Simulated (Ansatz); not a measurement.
Input for Ansatz (a program for electronic structure): R-SVWN5/def2-TZVPP on CH3FOSi (SMILES CO[Si]F), a point of a torsion scan.

Ansatz 0.2 input:
```yaml
crystal:
  periodic: [false, false, false]
  atoms:
    - {symbol: C, position_ang: [-0.84783770, -0.05637831, 0.13681751]}
    - {symbol: O, position_ang: [0.38231217, 0.57570364, 0.08572098]}
    - {symbol: Si, position_ang: [1.93696887, 0.79648927, -0.18439939]}
    - {symbol: F, position_ang: [2.54176172, 0.30194881, 1.26036243]}
    - {symbol: H, position_ang: [-1.10197834, -0.45273298, -0.85139173]}
    - {symbol: H, position_ang: [-1.60744589, 0.67004875, 0.43621284]}
    - {symbol: H, position_ang: [-0.83182055, -0.87726205, 0.86008241]}
basis:
  gaussian:
    orbitals: def2-TZVPP
hamiltonian:
  xc: {name: SVWN5}
scf: {lower_state_search: off}
```

Q: Predict the final total energy.

A: -501.9491 hartree.
